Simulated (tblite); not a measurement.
Problem. What does the GFN2-xTB structure of InChI=1S/C6H11N3/c1-6(2,3)9-5-4-7-8-9/h4-5H,1-3H3 look like in three dimensions?

Solution. 
```xyz
20
C6H11N3 angstrom
C     -1.218   -1.173   -0.781
C     -0.626    0.060   -0.094
C     -1.144    0.177    1.336
C     -0.961    1.324   -0.891
N      0.822   -0.088   -0.102
C      1.710   -0.134    0.914
C      2.929   -0.287    0.292
N      2.717   -0.324   -1.035
N      1.464   -0.205   -1.259
H     -2.298   -1.080   -0.855
H     -0.799   -1.271   -1.779
H     -0.982   -2.073   -0.216
H     -0.724    1.048    1.835
H     -0.904   -0.715    1.912
H     -2.225    0.286    1.316
H     -2.038    1.447   -0.965
H     -0.543    2.203   -0.404
H     -0.541    1.248   -1.889
H      1.446   -0.061    1.946
H      3.909   -0.369    0.714
```

Orientation and origin are arbitrary. Atoms count from 1 in this order. The 2 N–N bonds span 1.278 Å (N8–N9, aromatic) to 1.328 Å (N5–N9, aromatic), a spread of 0.050 Å. The 5-membered ring N5–C6–C7–N8–N9 has internal angles of 104.3° to 109.5° (sum 540°, against 540° for a flat polygon); it is planar, 0.00 Å rms from its mean plane, widest ring torsion 0°. The C–N distances run from 1.344 Å (C7–N8, aromatic) to 1.455 Å (C2–N5, drawn single), a spread of 0.111 Å. The C–C distances run from 1.376 Å (C6–C7, aromatic) to 1.531 Å (C1–C2, drawn single), a spread of 0.155 Å.

Bonds between heavy atoms (Å): C1–C2 1.531, C2–C3 1.526, C2–C4 1.531, C2–N5 1.455, N5–C6 1.350, C6–C7 1.376, C7–N8 1.344, N8–N9 1.278, N5–N9 1.328.

The geometry is computed with GFN2-xTB (gas phase).

Point group: Cs (tolerance 0.08 Å). Its GFN2-xTB frequencies are all real (lowest 25 cm⁻¹).
